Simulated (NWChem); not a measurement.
Species: C2H4O2Si; SMILES C=C1O[SiH2]O1

```xyz
9

C      0.0000     0.0000    -2.1851
C      0.0000     0.0000    -0.8461
O      0.0000     1.1049     0.0045
Si     0.0000     0.0000     1.3225
O      0.0000    -1.1049     0.0045
H      0.0000    -0.9534    -2.7261
H      0.0000     0.9534    -2.7261
H     -1.2402     0.0000     2.1595
H      1.2402     0.0000     2.1595
```
Atoms are numbered in this order, from 1.

Level: PBE-D3(BJ)/def2-SVP (NWChem), optimised geometry, unscaled harmonic frequencies. 

List the harmonic frequencies with IR intensities, and the thermochemistry.


```csv
frequency (cm⁻¹),IR intensity (km/mol)
147,4.4
365,2.8
474,0.0
595,38.2
615,32.1
657,0.0
678,16.1
724,92.9
727,12.5
750,19.4
869,223.4
897,46.3
918,9.0
975,202.2
1192,163.0
1327,3.9
1732,387.4
2201,114.3
2213,130.7
3129,8.3
3241,0.1
```

```
Item                                                                                Value
-----------------------------------------------------------------------  ----------------
zero-point energy                                                           34.9 kcal/mol
thermal correction to the enthalpy at 298.15 K (with zero-point energy)     38.7 kcal/mol
heat capacity Cv                                                         19.2 cal/(mol K)
entropy at 298.15 K and 1 atm (symmetry number 2)                        70.9 cal/(mol K)
dipole moment                                                                      2.27 D
```

Rigid rotor and harmonic oscillator.
